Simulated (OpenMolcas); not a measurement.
Ir5+ among 4 point charges of -2 e arranged as a square (D4h).

```yaml
Program: OpenMolcas 26.06
Method: CASSCF
Basis: ANO-RCC-VTZP [8s7p5d3f1g]
Scalar_Hamiltonian: DKH2, point nucleus
Active_space: 4 electrons in 5 orbitals (5d)
State_averaging: 2S+1 = 5 even, 5 roots; 2S+1 = 3 even, 45 roots; 2S+1 = 1 even, 50 roots
Spin-orbit_coupling: state interaction with AMFI integrals over the reference wave functions
```

All point charges move together. At R = 2.06 Å the first state of the same spin is 6582 cm-1, and at R = 2.26 Å it is 4257 cm-1.

**Question.** A third run gives 8491 cm-1. What distance was it run at?

**Answer.** With a power law R^-n the two known points give n = -ln(4257 / 6582) / ln(2.26 / 2.06) = 4.70. Then R = 2.06 × (6582 / 8491)^(1/4.70) = 1.951 Å. The run was at 1.95 Å, so the estimate is off by +0.001 Å.

Without dynamic correlation the repulsion within the d shell is too large (B by tens of per cent), so at a given field states of lower spin stand too high. Point charges give a weaker field than real ligands, and real ions of this kind are as a rule low spin; the high spin found here belongs to the model. Spin-orbit coupling mixes the spin-free states strongly: the lowest level takes only 58 % from its leading state, 5B1 (figures for R = 1.95; the like holds for R = 2.06, R = 2.26). This is an electrostatic model: the charges have no orbitals. No measured value stands beside these numbers.
